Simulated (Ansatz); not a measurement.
# What each rung costs, and what it gives

Saddle point of TiZnN4H10S2, singlet (TiZnN₄H₁₀S₂ ([NH2][Ti]([NH2])([NH2])[NH2][Zn]([SH])[SH]) → TiZnN₄H₁₀S₂ ([NH2][Ti]1([NH2])([NH3])[NH2][Zn]([SH])[S]1); bonds formed: Ti1–S7, N2–H6; bonds broken: H6–S7; bonds weakened to dative contacts: Ti1–N2), PBE0-D4/def2-TZVP structure:

Ti1  (-0.558, -0.383, 0.222)
N2  (0.516, -1.137, 1.744)
N3  (-0.492, -1.996, -0.773)
N4  (-2.342, -0.206, 0.719)
N5  (-0.119, 0.639, -1.528)
H6  (0.734, 0.331, 1.800)
S7  (0.364, 1.744, 1.360)
Zn8  (1.304, 1.859, -0.712)
S9  (2.985, 2.740, -1.812)
H10  (1.398, -1.616, 1.623)
H11  (0.078, -1.433, 2.605)
H12  (-0.603, -2.118, -1.769)
H13  (-0.287, -2.884, -0.336)
H14  (-3.101, -0.835, 0.509)
H15  (-2.653, 0.604, 1.238)
H16  (-0.878, 1.248, -1.822)
H17  (0.153, 0.094, -2.336)
H18  (3.504, 3.348, -0.733)
(Å)

Barriers are electronic and count from the start structure reached by relaxing down the imaginary mode.

Program: Ansatz 0.2.0. Basis: as named in each row. Cores are frozen in the correlated methods. The 3s and 3p shells of Cu and Zn are frozen; filled d shells are correlated. B3LYP uses VWN-RPA correlation. Extrapolation: Hartree–Fock as exp(−7.88 √X), correlation as X^−2.97.

Times are rough, for one single point on 4 threads of a shared host (AMD EPYC 7R13), with one NVIDIA H100 (or a share of it) where marked.

The estimate by CCSD(T) at an estimated basis limit (MP2 extrapolated from triple and quadruple zeta, plus CCSD(T) − MP2 in triple zeta) is 64.4 kJ/mol.

| method | basis | time (s) | barrier (kJ/mol) | method less estimate |
| --- | --- | --- | --- | --- |
| SPW92 | def2-SVP | 2 | 34.9 | -29.5 |
| PBE-D4 | def2-SVP | 4 | 61.6 | -2.8 |
| B3LYP-D4 | 6-31G | 4 | 92.0 | 27.6 |
| B97M-V | def2-TZVPP | 4 (H100) | 68.6 | 4.2 |
| r2SCAN-D4 | def2-TZVPP | 4 (H100) | 60.1 | -4.3 |
| B3LYP-D4 | def2-TZVPP | 4 (H100) | 84.5 | 20.2 |
| BLYP-D4 | def2-TZVPP | 4 (H100) | 80.9 | 16.5 |
| BHLYP-D4 | def2-TZVPP | 5 (H100) | 95.0 | 30.6 |
| SPW92 | def2-TZVPP | 6 (H100) | 34.9 | -29.5 |
| PBE0-D4 | def2-SVP | 6 | 69.4 | 5.0 |
| PBE-QIDH | def2-TZVPP | 6 (H100) | 60.6 | -3.8 |
| PBE-D4 | def2-TZVPP | 6 (H100) | 59.5 | -4.9 |
| CAM-B3LYP-D4 | def2-TZVPP | 6 (H100) | 84.8 | 20.4 |
| wB97X-V | def2-TZVPP | 6 (H100) | 79.1 | 14.7 |
| wB97M-V | def2-TZVPP | 7 (H100) | 78.4 | 14.0 |
| RPA on PBE | def2-TZVPP | 8 (H100) | 66.4 | 2.0 |
| PBE0-D4 | def2-TZVPP | 8 (H100) | 67.2 | 2.8 |
| B2PLYP | def2-TZVPP | 8 (H100) | 67.9 | 3.5 |
| CCSD(T) | def2-SVP | 8 (H100) | 68.8 | 4.5 |
| PBE-D4 | STO-3G | 9 | -86.4 | -150.8 |
| r2SCAN0-D4 | def2-TZVPP | 9 (H100) | 67.2 | 2.8 |
| MP2 | def2-QZVPP | 10 (H100) | 52.6 | -11.7 |
| HF | STO-3G | 13 | -79.4 | -143.8 |
| wB97M-V | def2-SVP | 20 | 79.8 | 15.4 |
| CCSD(T) | def2-TZVPP | 70 (H100) | 67.0 | 2.6 |

All methods are single points on the PBE0-D4 structures; a negative value means that the method puts the saddle structure below the start.

T1 diagnostic: at most 0.023.

Exchanges of this kind with a chalcogen hydride build sulfide and selenide films. Here a small cluster stands in for the surface site.

Labels in which every atom is bracketed show which atoms are joined, not bond orders.
